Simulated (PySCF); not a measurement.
**Broadened absorption spectrum of C5H9NO**

C5H9NO.
Bonds: C1–N2 (double), N2–C3, C3–O4, O4–C5, C3–C6, C6–C7, C3–C7. Hydrogens: H8, H9 on C1; H10, H11, H12 on C5; H13, H14 on C6; H15, H16 on C7.

Method: TDDFT PBE0/def2-SVPD, vertical, gas phase, core orbitals frozen in the response in PySCF. One conformer (not necessarily the lowest) at the GFN2-xTB geometry, without solvent, vibrations or thermal averaging. Torsions of this conformer, `[CH2:1]=[N:2][C:3]1([O:4][CH3:5])[CH2:6][CH2:7]1`: C1–N2–C3–O4 10°, N2–C3–O4–C5 80°.

Each state is given a Gaussian of 0.3 eV full width at half maximum, with ε(max) = 2.175×10⁸ f / Δν̃ (Δν̃ the width in cm⁻¹). The width is an assumption, not a result. The curve ends short of the highest state used, and states not computed would add to its high-energy end.

```json
{"λ (nm)": "174.0", "ε (L mol⁻¹ cm⁻¹)": "766"}
{"λ (nm)": "176.9", "ε (L mol⁻¹ cm⁻¹)": "1161"}
{"λ (nm)": "179.8", "ε (L mol⁻¹ cm⁻¹)": "2741"}
{"λ (nm)": "182.7", "ε (L mol⁻¹ cm⁻¹)": "6315"}
{"λ (nm)": "185.6", "ε (L mol⁻¹ cm⁻¹)": "8621"}
{"λ (nm)": "188.4", "ε (L mol⁻¹ cm⁻¹)": "6634"}
{"λ (nm)": "191.3", "ε (L mol⁻¹ cm⁻¹)": "4583"}
{"λ (nm)": "194.2", "ε (L mol⁻¹ cm⁻¹)": "7668"}
{"λ (nm)": "197.1", "ε (L mol⁻¹ cm⁻¹)": "13673"}
{"λ (nm)": "200.0", "ε (L mol⁻¹ cm⁻¹)": "15209"}
{"λ (nm)": "202.9", "ε (L mol⁻¹ cm⁻¹)": "10375"}
{"λ (nm)": "205.8", "ε (L mol⁻¹ cm⁻¹)": "4502"}
{"λ (nm)": "208.7", "ε (L mol⁻¹ cm⁻¹)": "1291"}
{"λ (nm)": "211.6", "ε (L mol⁻¹ cm⁻¹)": "253"}
{"λ (nm)": "214.5", "ε (L mol⁻¹ cm⁻¹)": "35"}
{"λ (nm)": "217.4", "ε (L mol⁻¹ cm⁻¹)": "4"}
{"λ (nm)": "220.3", "ε (L mol⁻¹ cm⁻¹)": "0"}
{"λ (nm)": "223.2", "ε (L mol⁻¹ cm⁻¹)": "0"}
{"λ (nm)": "226.1", "ε (L mol⁻¹ cm⁻¹)": "0"}
{"λ (nm)": "229.0", "ε (L mol⁻¹ cm⁻¹)": "1"}
{"λ (nm)": "231.9", "ε (L mol⁻¹ cm⁻¹)": "3"}
{"λ (nm)": "234.8", "ε (L mol⁻¹ cm⁻¹)": "13"}
{"λ (nm)": "237.7", "ε (L mol⁻¹ cm⁻¹)": "43"}
{"λ (nm)": "240.6", "ε (L mol⁻¹ cm⁻¹)": "105"}
{"λ (nm)": "243.5", "ε (L mol⁻¹ cm⁻¹)": "199"}
{"λ (nm)": "246.4", "ε (L mol⁻¹ cm⁻¹)": "298"}
{"λ (nm)": "249.3", "ε (L mol⁻¹ cm⁻¹)": "356"}
{"λ (nm)": "252.2", "ε (L mol⁻¹ cm⁻¹)": "346"}
{"λ (nm)": "255.1", "ε (L mol⁻¹ cm⁻¹)": "276"}
{"λ (nm)": "258.0", "ε (L mol⁻¹ cm⁻¹)": "185"}
{"λ (nm)": "260.9", "ε (L mol⁻¹ cm⁻¹)": "104"}
{"λ (nm)": "263.8", "ε (L mol⁻¹ cm⁻¹)": "50"}
{"λ (nm)": "266.6", "ε (L mol⁻¹ cm⁻¹)": "22"}
{"λ (nm)": "269.5", "ε (L mol⁻¹ cm⁻¹)": "8"}
{"λ (nm)": "272.4", "ε (L mol⁻¹ cm⁻¹)": "3"}
{"λ (nm)": "275.3", "ε (L mol⁻¹ cm⁻¹)": "1"}
```

Q: Locate the maxima and give the states behind the curve.

A: 250 nm (4.95 eV), ε about 360, made up of S1 (100%); 199 nm (6.23 eV), ε about 16000, made up of S2 (100%); 186 nm (6.68 eV), ε about 8600, made up of S3 (99%) (ε in L mol⁻¹ cm⁻¹; maxima over ε = 5, shares over 10%). At its high-energy end, 7.13 eV, the curve is still rising (ε about 770, from S4 and S5). The states used: S1 4.95 eV (f 0.0040); S2 6.22 eV (f 0.173); S3 6.68 eV (f 0.095); S4 6.97 eV (f 0.0094); S5 7.32 eV (f 0.012); S6 7.45 eV (f 0.0096); S7 7.62 eV (f 0.015); S8 7.73 eV (f 0.0019).

Q: Coming from long wavelengths, where does ε first pass 100 L mol⁻¹ cm⁻¹?

A: At about 261 nm (4.75 eV), 0.20 eV below S1.

Q: What would ε be at 6.23 eV, the highest of these maxima, with half the width (0.15 eV)?

A: About 30900 L mol⁻¹ cm⁻¹ against 15500, a factor of about 1.99; a lone state at its own centre would give exactly 2.

Q: On this curve, what absorbance would a 10⁻⁵ mol/L sample give at 266 nm over a 1 cm path?

A: 266 nm is 4.661 eV, where ε is about 26 L mol⁻¹ cm⁻¹, so A = ε c l ≈ 0.00026 (Beer–Lambert, with the gas-phase spectrum and the assumed width).

Cost: about 80 s of CPU time on one thread; the machine was shared, so the figure is rough.
